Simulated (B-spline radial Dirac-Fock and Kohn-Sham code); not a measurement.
Conversion-electron coefficients: La, 2000 keV

Z = 57 (lanthanum), transition energy 2000 keV. Level of theory: a Dirac-Hartree-Slater potential of the neutral atom with a Latter tail (no hole, which puts coefficients of high multipoles low close above an edge), finite nucleus with surface currents; a radial B-spline solver. Subshells that would emit electrons below 1 keV are left out, and so is internal pair formation.

```tsv
subshell	electron energy (keV)	E1	E2	E3	M4	M5
K	1961.08	0.000212	0.000422	0.000738	0.00281	0.00430
L1	1993.73	2.46e-05	4.99e-05	8.89e-05	0.000358	0.000561
L2	1994.11	4.07e-07	1.70e-06	5.52e-06	2.35e-05	4.60e-05
L3	1994.52	6.74e-07	1.12e-06	1.89e-06	5.77e-06	1.54e-05
M1	1998.64	5.04e-06	1.02e-05	1.83e-05	7.44e-05	0.000117
M2	1998.79	9.18e-08	3.85e-07	1.25e-06	5.35e-06	1.05e-05
M3	1998.87	1.54e-07	2.55e-07	4.34e-07	1.34e-06	3.59e-06
M4	1999.15	1.62e-10	3.92e-10	8.81e-10	6.90e-09	2.28e-08
M5	1999.16	6.23e-10	8.23e-10	1.18e-09	1.88e-09	4.58e-09
N1	1999.73	1.17e-06	2.37e-06	4.24e-06	1.73e-05	2.72e-05
N2	1999.79	2.04e-08	8.57e-08	2.79e-07	1.19e-06	2.34e-06
N3	1999.80	3.41e-08	5.66e-08	9.64e-08	2.98e-07	8.01e-07
N4	1999.89	3.53e-11	8.57e-11	1.93e-10	1.51e-09	4.99e-09
N5	1999.90	1.36e-10	1.79e-10	2.56e-10	4.09e-10	9.99e-10
total		0.000244	0.000489	0.000860	0.00330	0.00509
```

Q: For a pure E3 transition, what fraction of decays emits a photon?

A: 1/(1 + α) = 0.999 with the total α = 0.000860; the total includes the outer subshells that are not listed, and pair formation is not counted.

Values without a named source are computed, but for edge energies of neutral atoms, which are taken from tables.
